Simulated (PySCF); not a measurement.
# Electron correlation in Er⁵⁶⁺ (erbium, charge +56)

[Ne] 3s2, closed-shell 1S. Computed with PySCF 2.14 in an uncontracted even-tempered set (16 s from 15 bohr⁻², ratio 2.5; 10 p from 19 bohr⁻², ratio 2.5; 4 d from 69 bohr⁻², ratio 2.7; 4 f from 100 bohr⁻², ratio 2.7), with the non-relativistic Hamiltonian (point nucleus). Frozen: 1s2; 10 electrons correlated; the 17 highest virtual orbitals of each spin left out.

```json
{"level": "CCSD", "correlation energy (mhartree)": "-576.70"}
{"level": "(T)", "correlation energy (mhartree)": "-1.77"}
{"level": "CCSD(T)", "correlation energy (mhartree)": "-578.47"}
```

Diagnostics: T1 = 0.00020, D1 = 0.0006, largest double amplitude 0.086.

Q: Is a single reference adequate?

A: Mostly. T1 lies below 0.03, but a double amplitude of this size points to a near-degeneracy that CCSD handles and MP2 describes poorly.

At this charge a non-relativistic calculation is a model, useful for the Z dependence of the correlation energy.
